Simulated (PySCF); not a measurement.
A structure optimised at PBE-D3(BJ)/def2-SVP, used in a PySCF frequency run:

```
Mo
N 1 1.7298
H 2 1.0297 1 151.71
S 1 2.1290 2 110.07 3 -2.41
Cl 1 2.2858 2 109.81 3 119.74
S 1 2.3285 2 101.95 3 -118.52
H 6 1.3676 1 94.45 2 165.71
```
Charge 0, spin multiplicity 1.

**Question.** Write its SMILES and formula.

**Answer.** [NH]=[Mo](=[S])([SH])[Cl], ClH2MoNS2

**Question.** What are its rotational constants (standard atomic weights)?

**Answer.** 1.7146, 1.4575, 1.0884 GHz
